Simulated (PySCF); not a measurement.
H12Si5, charge -1, doublet (typed; the unrestricted solution is spin-contaminated), geometry from GFN2-xTB (a state made from the parent by changing its charge; the spin is typed, not shown lowest), with bond 8-1 at 2.0 times its length. Base run: DF-CAMB3LYP/6-31G* run with PySCF.

Input for PySCF:
```python
from pyscf import gto, scf, dft

mol = gto.M(
    atom='''
Si   -0.791140   -0.670838   -2.315408
Si    0.193622   -0.183797   -0.155943
Si    0.034253    2.141074   -0.102507
Si   -1.536843   -0.714727    1.312691
Si    2.132824   -0.602768    1.234816
H    -2.026832   -0.369242   -3.106050
H    -0.796237   -2.152810   -2.445599
H     1.241986    0.172319   -4.318012
H     0.241947    2.782680    1.210145
H    -1.267299    2.703445   -0.512547
H     0.981789    2.870731   -0.966831
H    -2.888617   -0.270305    0.921480
H    -1.738404   -2.152507    1.576208
H    -1.415905   -0.156389    2.673598
H     2.232306   -2.083762    1.337257
H     3.319628   -0.242541    0.413262
H     2.674174   -0.245254    2.584681
''',
    basis='6-31g*',
    charge=-1,
    spin=1,
    verbose=4,
)

mf = dft.UKS(mol)
mf.xc = 'camb3lyp'
mf = mf.density_fit(auxbasis='def2-universal-jkfit')
mf.kernel()
```

Each row names what was changed in the base input (with any setting that the change needs).

```json
[
 {"change": "base", "ΔE vs base (µEh)": "0.0", "SCF cycles": "22", "<S^2>": "1.244", "outcome": "converged"},
 {"change": "level_shift = 0.1 (with mf.max_cycle = 100)", "ΔE vs base (µEh)": "0.0", "SCF cycles": "28", "<S^2>": "1.244", "outcome": "converged"},
 {"change": "diis = off; damp = 0.3 (with mf.diis_start_cycle = 200; with mf.max_cycle = 150)", "ΔE vs base (µEh)": "-", "SCF cycles": "-", "<S^2>": "-", "outcome": "cut at the time limit"},
 {"change": "init_guess = 1e", "ΔE vs base (µEh)": "7765", "SCF cycles": "24", "<S^2>": "0.762", "outcome": "another SCF solution"},
 {"change": "conv_tol = 1e-4", "ΔE vs base (µEh)": "280", "SCF cycles": "14", "<S^2>": "1.287", "outcome": "converged"},
 {"change": "diis_space = 20", "ΔE vs base (µEh)": "0.0", "SCF cycles": "21", "<S^2>": "1.244", "outcome": "converged"},
 {"change": "conv_tol = 1e-12", "ΔE vs base (µEh)": "0.0", "SCF cycles": "30", "<S^2>": "1.244", "outcome": "converged"},
 {"change": "conv_tol = 1e-11", "ΔE vs base (µEh)": "0.0", "SCF cycles": "27", "<S^2>": "1.244", "outcome": "converged"},
 {"change": "level_shift = 0.5 (with mf.max_cycle = 100)", "ΔE vs base (µEh)": "0.0", "SCF cycles": "59", "<S^2>": "1.244", "outcome": "converged"},
 {"change": "init_guess = huckel", "ΔE vs base (µEh)": "-1918", "SCF cycles": "20", "<S^2>": "1.329", "outcome": "another SCF solution"}
]
```

A guess, shift, damping, solver or small numerical setting can't move a converged solution much, so rows marked as another SCF solution ended in a different state.

Open shells are given as the SCF converged; they aren't shown to be the lowest states, and a large step between rows can be another state.
